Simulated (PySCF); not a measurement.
How strongly Ge binds etchant and ambient atoms

CCSD(T) extrapolated to the basis-set limit (PySCF; Br2 CCSD(T)/CBS(TQ), Cl2 CCSD(T)/CBS(TQ)+CV+SR, F2 CCSD(T)/CBS(TQ)+CV+SR, GeBr CCSD(T)/CBS(DT), GeCl CCSD(T)/CBS(DT), GeF CCSD(T)/CBS(DT), GeH CCSD(T)/CBS(DT), GeN CCSD(T)/CBS(DT), GeO CCSD(T)/CBS(DT)+CV, H2 CCSD(T)/CBS(TQ)+SR, N2 CCSD(T)/CBS(TQ)+CV+SR, O2 CCSD(T)/CBS(TQ)+CV+SR; CV core-valence, SR scalar-relativistic term); no spin–orbit coupling. D0 is De less the harmonic zero-point energy.

```json
{"X": "H", "state of GeX": "doublet (π ↑)", "D0(GeX) (eV)": "2.83", "D0(X₂) (eV)": "4.48"}
{"X": "F", "state of GeX": "doublet (π ↑)", "D0(GeX) (eV)": "5.24", "D0(X₂) (eV)": "1.62"}
{"X": "Cl", "state of GeX": "doublet (π ↑)", "D0(GeX) (eV)": "3.98", "D0(X₂) (eV)": "2.54"}
{"X": "Br", "state of GeX": "doublet (π ↑)", "D0(GeX) (eV)": "3.51", "D0(X₂) (eV)": "2.21"}
{"X": "O", "state of GeX": "singlet (closed shell)", "D0(GeX) (eV)": "6.88", "D0(X₂) (eV)": "5.09"}
{"X": "N", "state of GeX": "doublet (π ↑)", "D0(GeX) (eV)": "3.52", "D0(X₂) (eV)": "9.74"}
```

**Question.** Give the energy of Ge + X₂ → GeX + X at 0 K for each X.

**Answer.** H: 4.48 − 2.83 = +1.65 eV; F: 1.62 − 5.24 = -3.62 eV; Cl: 2.54 − 3.98 = -1.44 eV; Br: 2.21 − 3.51 = -1.30 eV; O: 5.09 − 6.88 = -1.79 eV; N: 9.74 − 3.52 = +6.22 eV (composite CCSD(T); negative means exothermic).

**Question.** Does an atom of F displace N from GeN?

**Answer.** GeN + F → GeF + N has ΔE = 3.52 − 5.24 = -1.72 eV at composite CCSD(T), so it is downhill.

Gas-phase diatomics only hint at surface chemistry, where an atom holds several bonds.

Correlated steps freeze the inner cores (0 to 18 orbitals); shallow outer-core shells are correlated. Spin–orbit coupling is left out. Where the molecule has an RHF reference, its open-shell atoms are computed with UHF. The CCSD T1 diagnostic is raised in GeO, a sign that a single reference may not be enough there. States were picked by a PBE0 search and need not be the measured ground states.
